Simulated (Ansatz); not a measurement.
Input file for Ansatz (a program for electronic structure): U-CCSD(T)/def2-TZVPP on F2Sn (SMILES [F][Sn][F]), a point of a bond scan (R = 2.143 Å). Elements past Kr take the def2 small-core potentials; no spin–orbit coupling. The run froze 11 orbitals, filled d shells among them.

Ansatz 0.2 input:
```yaml
crystal:
  periodic: [false, false, false]
  atoms:
    - {symbol: Sn, position_ang: [0.02632264, -0.01583816, 0.34295287]}
    - {symbol: F, position_ang: [0.71738766, 1.42990463, -1.07991633]}
    - {symbol: F, position_ang: [-0.80080048, -1.21048367, -0.95472913]}
basis:
  gaussian:
    orbitals: def2-TZVPP
correlation: {method: ccsd_t, electrons: outside_noble_gas}
scf: {omitted_lower_state_checks: [cluster_reference]}
magnetization: {spin_polarized: true, initial_magnetization: 0}
```

The head of its log:

```
Functional definition: HF
[...]
these checks for a lower state are left out or cut short: cluster_reference
integrals: 0.24 GiB planned
894 factors; integrals over basis functions are off by at most 8.1e-4 eV
mean field: 0.36 GiB planned
mean field evaluation 1: about -11217.5516 eV, gradient 3.4e1 eV
mean field evaluation 2: about -11217.5576 eV, gradient 3.4e1 eV
mean field evaluation 4: about -11221.6400 eV, gradient 1.9e0 eV
mean field evaluation 8: about -11221.6772 eV, gradient 9.2e-2 eV
mean field evaluation 16: about -11221.6741 eV, gradient 2.7e-1 eV
mean field -11221.67730952 eV, -412.3890347988 hartree, gradient 7.8e-6 eV, S^2 0.000000; 2 other end points of the search recorded, 0 dependent functions left out
11 core orbitals not correlated, not the lowest: weight in the atoms' cores, before any rotation towards them, 0.846 or more for the frozen orbitals, at most 0.114 for the correlated occupied ones
reference -11221.67730952 eV, -412.3890347988 hartree; 9, 9 occupied and 92, 92 virtual orbitals, 894 factors
```

Task: What total energy does the run end on?

Result: -413.0052 hartree (reference determinant -412.3890, T1 diagnostic 0.019).
